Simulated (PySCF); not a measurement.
CH2AlF3O (SMILES [OH][AlH][C](F)(F)F), singlet, at the geometry of the source list. Base run: CCSD(T)/def2-SVP in PySCF.

PySCF was given this input:
```python
from pyscf import gto, scf, cc

mol = gto.M(
    atom='''
Al   -0.38110000    0.49170000    0.64370000
C     0.20390000   -1.01940000   -0.60290000
F    -1.11680000   -1.44940000   -0.63120000
F     0.94660000   -2.13390000   -0.58450000
F     0.40410000   -0.47000000   -1.83460000
H    -1.78970000    0.26530000    1.13190000
O     0.59970000    1.77130000    0.86990000
H     1.13330000    2.54430000    1.00780000
''',
    basis='def2-svp',
    verbose=4,
    max_memory=1800,
)

mf = scf.RHF(mol)
mf.kernel()

mycc = cc.CCSD(mf, frozen=10)
mycc.kernel()
et = mycc.ccsd_t()
print('E(CCSD(T)) = %.10f' % (mycc.e_tot + et))
```

The base run was repeated with changes; each row names its change, and settings that it needs were set with it.

```
change         ΔE vs base (mEh)  MP2 correlation (Eh)  CC correlation without the perturbative part (Eh)  basis functions  core-seconds (rough)
-------------  ----------------  --------------------  -------------------------------------------------  ---------------  --------------------
base                      0.000              -0.92684                                           -0.95111               98                    30
method = cisd             168.0                     -                                                  -               98                     8
method = mp2             43.156              -0.92684                                                  -               98                     2
method = ccsd        (withheld)              -0.92684                                           -0.95111               98                    20
```

Task: Complete the blanks.

Result: 
- method = ccsd, ΔE vs base (mEh): 18.884
